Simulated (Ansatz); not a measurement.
Born–Oppenheimer molecular dynamics of CH9NSSi2 (14 atoms, charge 0, multiplicity 1). It starts from a relaxed structure.

Level of theory: RKS PBE/STO-3G (Ansatz).

| Property | Result |
| --- | --- |
| ensemble | NVT, Nosé–Hoover chain |
| time step | 1 fs |
| steps asked | 141 |
| set temperature | 500 K |
| thermostat | time constant 300 fs, chain length 1 |
| seed | 320890 |

First frame:

```xyz
14
Properties=species:S:1:pos:R:3
N -1.219 2.433 0.401
Si -0.665 0.793 0.900
C 0.403 -0.140 -0.377
Si 0.880 -1.871 0.233
S -0.501 -0.154 -1.990
H -1.690 2.314 -0.548
H -0.346 2.982 0.131
H -1.860 0.007 1.174
H 0.119 0.953 2.117
H 1.341 0.442 -0.501
H 1.685 -2.548 -0.775
H -0.311 -2.667 0.487
H 1.655 -1.782 1.463
H 0.497 -0.789 -2.686
```

Q: How far do the bonds stretch over the last three quarters of this one trajectory? (Pairs bonded in most of those frames.)

A: 
```
   bond  mean (Å)  spread (Å)  shortest  longest
 N1–Si2     1.800       0.050      1.73     1.89
  N1–H6     1.066       0.024      1.02     1.11
  N1–H7     1.067       0.033      1.01     1.12
 Si2–C3     1.911       0.038      1.85     1.99
 Si2–H8     1.460       0.029      1.42     1.51
 Si2–H9     1.460       0.020      1.43     1.49
 C3–Si4     1.909       0.052      1.82     2.01
  C3–S5     1.852       0.024      1.80     1.90
 C3–H10     1.112       0.018      1.08     1.14
Si4–H11     1.460       0.029      1.41     1.51
Si4–H12     1.458       0.026      1.42     1.50
Si4–H13     1.466       0.054      1.38     1.54
 S5–H14     1.380       0.051      1.30     1.45
```

Mean temperature of the second half: 262 K. The conserved energy stayed within 1.5 meV per atom of its start (net change 0.83 meV per atom), so the integration is sound. The mean temperature of the second half is 48 % below the set value. A run of 0.14 ps of so small a system gives no equilibrium averages. Limits of this set-up: minimal basis.

Time of the run: 14 min on 1 CPU thread of a shared host.
